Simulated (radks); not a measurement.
Values are calculated unless marked as measured or tabulated.
The nuclear charge of the argon ion Ar2+ is varied continuously with 16 electrons held in [Ne] 3s2 3p4. Level of theory: non-relativistic Kohn-Sham, BLYP, spin-unpolarised, spherical densities, point nucleus (a radial shooting solver on a logarithmic mesh with Libxc functionals). By the Hellmann-Feynman theorem dE/dZ = E(electron-nucleus)/Z, the electronic potential at the nucleus.

| Z | E (hartree) | E(electron-nucleus)/Z (hartree) | HOMO | e(HOMO) (eV) | <r> HOMO (bohr) |
|---|---|---|---|---|---|
| 17 | -459.65208 | -63.9123 | 3p | -19.288 | 1.710 |
| 17.25 | -475.77734 | -65.0896 | 3p | -22.962 | 1.642 |
| 17.5 | -492.19678 | -66.2658 | 3p | -26.853 | 1.579 |
| 17.75 | -508.91017 | -67.4412 | 3p | -30.960 | 1.522 |
| 18 | -525.91733 | -68.6159 | 3p | -35.277 | 1.470 |
| 18.25 | -543.21807 | -69.7900 | 3p | -39.804 | 1.422 |
| 18.5 | -560.81226 | -70.9634 | 3p | -44.539 | 1.377 |
| 18.75 | -578.69975 | -72.1364 | 3p | -49.478 | 1.335 |
| 19 | -596.88043 | -73.3090 | 3p | -54.622 | 1.296 |

The central difference of E at Z = 18 is -68.616 hartree, to compare with the third column; the second derivative is -4.7 hartree.
